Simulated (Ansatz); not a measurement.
The cluster Ga₆. Total charge 0; triplet. Geometry r2SCAN-D4/def2-SVP, that of the neutral singlet; atoms count from 1.

```
atom    x (Å)    y (Å)    z (Å)
 Ga1   1.5852   0.1784  -1.3638
 Ga2  -0.8729   1.2934   0.9870
 Ga3   1.5950   0.8436   1.0715
 Ga4  -0.7185  -1.7970  -0.8126
 Ga5  -0.7051  -1.1293   1.6221
 Ga6  -0.8837   0.6108  -1.5042
```

At PBE0-D4/def2-SVP a singlet of charge 0 lies 0.40 eV below the triplet at the same geometry. The structure comes from a short search, and lower isomers may exist.

Q: Estimate the Mulliken populations from the PBE0/def2-SVP orbitals of Ansatz.

A: 
```
atom  charge (e)  spin (α − β)
 Ga1       -0.01          0.33
 Ga2        0.03          0.34
 Ga3       -0.01          0.33
 Ga4       -0.01          0.33
 Ga5       -0.01          0.33
 Ga6        0.03          0.34
```
Mulliken values and Mayer orders depend strongly on the basis.

Q: Where does the spin sit?

A: Summed by element: Ga 2.00, of 2 unpaired in all. Largest on single atoms: Ga2 0.34, Ga6 0.34, Ga1 0.33.

Q: And the Mayer bond orders between bonded heavy atoms (over 0.3)?

A: Ga1–Ga3 0.75 (2.52 Å); Ga1–Ga6 0.58 (2.51 Å); Ga2–Ga3 0.58 (2.51 Å); Ga2–Ga5 0.58 (2.51 Å); Ga2–Ga6 0.71 (2.58 Å); Ga4–Ga5 0.75 (2.52 Å); Ga4–Ga6 0.58 (2.51 Å). Values over 0.3 also appear between atoms too far apart for a bond (Ga1–Ga2 0.31 at 3.58 Å; Ga1–Ga4 0.43 at 3.08 Å; Ga2–Ga4 0.31 at 3.58 Å; Ga3–Ga5 0.43 at 3.08 Å; Ga3–Ga6 0.31 at 3.58 Å; Ga5–Ga6 0.31 at 3.58 Å); they arise where an orbital or an unpaired electron spreads over both atoms.
